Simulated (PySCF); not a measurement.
Species: C₆H₅NO₂.
SMILES with atom numbers: `[N:1]#[C:2][C:3]1=[CH:4][CH2:5][C@@H:6]1[O:7][CH:8]=[O:9]` (hydrogens: H10 on C4; H11, H12 on C5; H13 on C6; H14 on C8)

Structure used (PBE0-D3(BJ)/def2-SVP), in Å, numbered top down from 1:
```
atom  x, y, z in Å
N1    -2.361    1.754    1.686
C2    -1.937    0.913    1.008
C3    -1.380   -0.096    0.183
C4    -1.798   -1.293   -0.275
C5    -0.517   -1.588   -1.010
C6    -0.065   -0.169   -0.565
O7     1.085   -0.147    0.257
C8     2.060    0.720   -0.048
O9     2.060    1.484   -0.966
H10   -2.741   -1.835   -0.175
H11    0.098   -2.382   -0.560
H12   -0.590   -1.759   -2.096
H13    0.048    0.563   -1.378
H14    2.875    0.612    0.695
```

Computed with PySCF at PBE0/def2-SVPD, non-relativistic, on one gas-phase PBE0-D3(BJ)/def2-SVP geometry that isn't relaxed in the solvent. The solvent is an IEF-PCM continuum (van der Waals radii × 1.2), and excitations are vertical TDDFT with non-equilibrium linear response and a frozen core. Only the electrostatic response of the medium enters.

| run | E − E(gas) (kcal/mol) | HOMO (eV) | HOMO–LUMO gap (eV) | dipole (D) | lowest singlet (eV) | static polarisability (au) |
| --- | --- | --- | --- | --- | --- | --- |
| gas | 0.00 | -8.24 | 6.34 | 4.86 | 5.80 | 80.8 |
| P | -6.88 | -8.06 | 6.34 | 6.12 | 5.74 | 99.2 |
| Q | -9.41 | -8.01 | 6.34 | 6.61 | 5.75 | 107.6 |

Q: The runs were made in chloroform and methanol. Which run belongs to which solvent?

A: P = chloroform, Q = methanol. The dielectric constants are 4.711 (chloroform), 32.61 (methanol), and the energy falls further as ε rises. The optical constants n² used for the excitations are 2.09, 1.77 in the same order. In this model the ground state sees the solvent through ε alone.

Q: How constant is the ratio of the lowering to (ε − 1)/(2ε + 1)?

A: 
```tsv
solvent	(ε − 1)/(2ε + 1)	E − E(gas) (kcal/mol)	ratio (kcal/mol)	polarisation term (kcal/mol)
chloroform	0.356	-6.88	-19.3	-8.09
methanol	0.477	-9.41	-19.7	-11.72
```

The ratio changes by +2.1 % in size from chloroform to methanol. The polarisation term is half the interaction of the solute with the induced surface charges.
